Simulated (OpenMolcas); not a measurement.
**Computed transition rates of Pd2+**

```yaml
Program: OpenMolcas
Method: "SS-CASPT2, IPEA 0.25 Eh, imaginary shift 0.1 Eh (closed shells correlated: 4s 4p)"
Basis: ANO-RCC-VTZP [7s6p4d2f1g]
Scalar_Hamiltonian: DKH2, point nucleus
Active_space: 8 electrons in 5 orbitals (4d)
State_averaging: 2S+1 = 3 even, 10 roots; 2S+1 = 1 even, 15 roots kept (CI in the orbitals of an earlier block)
Spin-orbit_coupling: state interaction with AMFI integrals over the reference wave functions, term energies averaged over their components
```

Rates come from the transition moments of the reference wave functions (E1 and E2 in the length form). At fixed line strength A goes as λ^-3 for E1 and M1 and as λ^-5 for E2, so a rate at the computed wavelength can be rescaled to the measured one. Measured vacuum wavelengths follow from level energies in Moore, Atomic Energy Levels, vol. III, NSRDS-NBS 35 (1971 reprint of NBS Circular 467, 1958). Branching counts decays inside the model space alone, at computed energies, and the table is only a selection of the E2 and M1 lines, drawn from those between levels with measured partners whose computed energy lies within a factor of 1.5 of the measured one.

```
  Upper    Lower  Type  λ computed (nm)  λ measured (nm)  A computed (s-1)  A rescaled (s-1)  Branching %
4d⁸ ³P₀  4d⁸ ³P₁    M1            39130            43710          8.89e-04          6.38e-04          3.3
4d⁸ ³F₂  4d⁸ ³F₃    M1             6961             6861          9.45e-02          9.87e-02        100.0
4d⁸ ³F₃  4d⁸ ³F₄    M1             3187             3096          8.01e-01          8.74e-01        100.0
4d⁸ ³P₁  4d⁸ ³F₂    M1             1055             1139          1.58e-01                           23.3
4d⁸ ³P₁  4d⁸ ³F₂    E2             1055             1139          4.23e-03          2.88e-03          0.6
4d⁸ ³P₀  4d⁸ ³F₂    E2             1027             1110          2.58e-02          1.75e-02         96.5
4d⁸ ³P₁  4d⁸ ³F₃    E2            915.9            976.5          2.60e-02          1.89e-02          3.8
4d⁸ ¹G₄  4d⁸ ³F₃    M1            656.1            682.6          4.87e-01                           25.5
4d⁸ ¹G₄  4d⁸ ³F₄    M1            544.1            559.3          1.41e+00                           74.1
```

Spin-changing lines and M1 lines between different terms are not rescaled, since their strength hangs on the term gaps too.

The largest correction is for 4d⁸ ³P₀ → 4d⁸ ³F₂ (E2): 2.58e-02 × (1027 / 1110)^5 = 1.75e-02 s-1, a factor of 0.68.

The computed rate and branching of 4d⁸ ³F₃ → 4d⁸ ³F₄ give the upper level a radiative lifetime of 1.000 / 8.01e-01 s-1 = 1.25e+00 s, counting decays inside the model space alone. The rescaled rate gives about 1.1e+00 s.

These are rates of the free ion; in crystals, glasses and complexes forced electric-dipole and non-radiative decay shorten such lifetimes by orders of magnitude. No measured rate stands beside these. Rescaling mends the energy factor alone: line strengths can still be far off where a level mixes with configurations outside the active space, and weak or spin-changing lines hang on small mixing coefficients that depend on the term gaps too, so rescaling need not improve them.

Term energies are means over components that CASPT2 splits; among the terms shown or strongly mixed into the levels shown the widest spread is 800 cm-1 (4d⁸ ³F). Levels of configurations with an s electron are missing; early in the row they begin among the upper levels of the d shell and mix with terms of their name. Terms from blocks run as CI alone lack orbitals of their own. Measured partners are found by configuration, term and J. A level has none where our copy of the source lacks it or the pairing is in doubt (some pairs that miss far off the trend of their configuration count as doubtful). Levels of configurations outside the active space are missing.
